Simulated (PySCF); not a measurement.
Job file and geometry (Å, from GFN2-xTB) of an NMR shielding run on `[SiH3]N[SiH2]C1CCC1`, C$_{4}$H$_{13}$NSi$_{2}$, PySCF 2.14.0, density-fitted response routines, GIAO PBE0/pcSseg-1 NMR shielding, non-relativistic, gas phase; density fitting, a coarse starting grid and PySCF grid level 2 are the driver's defaults:

```
$ OMP_NUM_THREADS=1 python probes_run.py task.json out

{"job": {"kind": "nmr", "xc": "PBE0", "basis": "pcSseg-1"}, "charge": 0, "multiplicity": 1}
Si     2.863924     0.362342    -0.488408
N      2.012284    -1.137711    -0.310207
Si     0.312348    -1.474043    -0.285757
C     -0.573175    -0.066722     0.615053
C     -0.759570     1.221803    -0.209305
C     -2.236600     0.860529    -0.408463
C     -2.104474    -0.224230     0.667012
H      2.597153     0.986379    -1.791073
H      2.435648     1.259695     0.583111
H      4.283067     0.019818    -0.376380
H      2.574937    -1.955111    -0.477306
H     -0.226489    -1.605706    -1.649384
H      0.144690    -2.742250     0.434984
H     -0.118576     0.103349     1.592402
H     -0.622675     2.127192     0.381217
H     -0.162848     1.306962    -1.116027
H     -2.956061     1.652500    -0.205130
H     -2.438375     0.447985    -1.395326
H     -2.533133     0.072863     1.623638
H     -2.497222    -1.204964     0.402617
```

Task: What does the program print?

Result: 
```
coarse grid: 16720 points
cycle   1  E = -793.3339182287  dE =  5.923e-01  |g| = 5.381e-01  |ddm| = 3.980e+00
cycle   2  E = -793.2770757889  dE =  5.684e-02  |g| = 7.344e-01  |ddm| = 1.145e+00
cycle   3  E = -793.4009015962  dE = -1.238e-01  |g| = 5.928e-02  |ddm| = 7.373e-01
cycle   4  E = -793.4014918053  dE = -5.902e-04  |g| = 3.030e-02  |ddm| = 8.246e-02
cycle   5  E = -793.4017028416  dE = -2.110e-04  |g| = 7.409e-03  |ddm| = 3.215e-02
cycle   6  E = -793.4017143229  dE = -1.148e-05  |g| = 1.005e-03  |ddm| = 7.135e-03
cycle   7  E = -793.4017145416  dE = -2.186e-07  |g| = 3.897e-04  |ddm| = 1.224e-03
final grid: 149512 points
cycle   8  E = -793.4404855527  dE = -3.771e-05  |g| = 8.495e-03  |ddm| = 3.405e-02
cycle   9  E = -793.4404714026  dE =  1.415e-05  |g| = 1.157e-02  |ddm| = 1.740e-02
cycle  10  E = -793.4405032488  dE = -3.185e-05  |g| = 5.617e-04  |ddm| = 1.006e-02
cycle  11  E = -793.4405032975  dE = -4.868e-08  |g| = 2.955e-04  |ddm| = 6.875e-04
cycle  12  E = -793.4405033164  dE = -1.891e-08  |g| = 4.644e-05  |ddm| = 2.812e-04
cycle  13  E = -793.4405033168  dE = -4.031e-10  |g| = 1.893e-05  |ddm| = 6.442e-05
converged SCF energy = -793.4405033168

GIAO shielding tensors (ppm)
atom      isotropic    diamagn.    paramagn.     s11        s22        s33       span
  0 Si     406.549     879.518    -472.969    364.640    389.411    465.597    100.958
  1 N      271.482     322.579     -51.097    244.824    256.515    313.108     68.284
  2 Si     376.873     881.167    -504.294    344.129    359.002    427.488     83.359
  3 C      170.223     251.925     -81.702    156.000    171.609    183.059     27.058
  4 C      163.017     248.080     -85.063    150.997    158.066    179.989     28.992
  5 C      165.875     252.235     -86.360    150.551    165.792    181.282     30.732
  6 C      165.807     250.873     -85.066    152.815    161.921    182.684     29.869
  7 H       26.934      29.618      -2.684     23.773     25.031     32.000      8.228
  8 H       27.158      30.843      -3.685     23.458     26.663     31.353      7.895
  9 H       27.042      28.318      -1.276     23.467     25.044     32.615      9.148
 10 H       32.343      29.864       2.479     22.392     29.218     45.419     23.027
 11 H       26.698      30.870      -4.172     22.955     25.867     31.274      8.319
 12 H       26.996      30.294      -3.298     23.144     25.767     32.076      8.932
 13 H       29.607      33.709      -4.102     25.874     28.434     34.512      8.638
 14 H       29.054      31.838      -2.783     25.924     27.316     33.923      8.000
 15 H       29.673      32.857      -3.184     25.598     28.584     34.836      9.238
 16 H       29.637      29.700      -0.064     26.133     26.179     36.598     10.465
 17 H       29.467      30.990      -1.523     26.581     27.435     34.386      7.806
 18 H       29.218      30.802      -1.583     26.036     26.713     34.906      8.870
 19 H       30.063      30.829      -0.766     26.213     27.968     36.007      9.794
```

Task: Turn these shieldings into chemical shifts. δ = σ(ref) − σ, references computed at the same level: ²⁹Si (σref 349.16) and ¹³C (σref 186.93) and ¹H (σref 31.72) against TMS; ¹⁵N (σref 267.73) against NH3.

Result: Averaging equivalent atoms: Si 2: -27.7; Si 0: -57.4; N 1: -3.8; C 4/6: 22.5; C 5: 21.0; C 3: 16.7; H 11/12: 4.87; H 7/8/9: 4.67; H 14/18: 2.58; H 17: 2.25; H 13: 2.11; H 16: 2.08; H 15/19: 1.85; H 10: -0.63 ppm. Experimental scales use liquid or dissolved standards, which lie at an offset from isolated NH3 (liquid NH3: subtract about 20 ppm).

Size and cost of the density-fitted run: 198 basis functions, 34 s wall time on 1 thread of an Intel Xeon Platinum 8488C, shared host; peak memory 0.89 GiB.
